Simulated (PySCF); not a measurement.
Ge(F)2 anion (F₂Ge), SMILES [F][Ge][F] (connectivity only; charge and spin as stated), charge -1, multiplicity 2. Atoms are numbered in the order given.

```xyz
3

Ge     0.0000     0.0000     0.4557
F      0.0000    -1.3965    -0.8101
F      0.0000     1.3965    -0.8101
```
Charge -1, spin multiplicity 2.

Geometry optimised at B3LYP-D3(BJ)/def2-SVPD. The multiplicity is an assumed one; other spin states were not compared. The isomer is the one that the SMILES or the coordinates give; other isomers of the formula were not compared.

Method: CAM-B3LYP/def2-TZVPD run with PySCF.

Gas-phase values at a fixed geometry.

```json
{
 "total_energy": "-2276.97428 hartree",
 "point_group": "C2v",
 "α spin, highest occupied and lowest empty level": "-0.05 and 5.28 eV",
 "β spin, highest occupied and lowest empty level": "-3.91 and 4.87 eV",
 "dipole_moment_about_the_centre_of_nuclear_charge": "0.338 e·Å",
 "mean_static_polarisability": "57.0 bohr³ (8.45 Å³)",
 "polarisability_principal_values": "52.1, 52.6, 66.3 bohr³",
 "⟨S²⟩": "0.755 (pure state 0.75)"
}
```
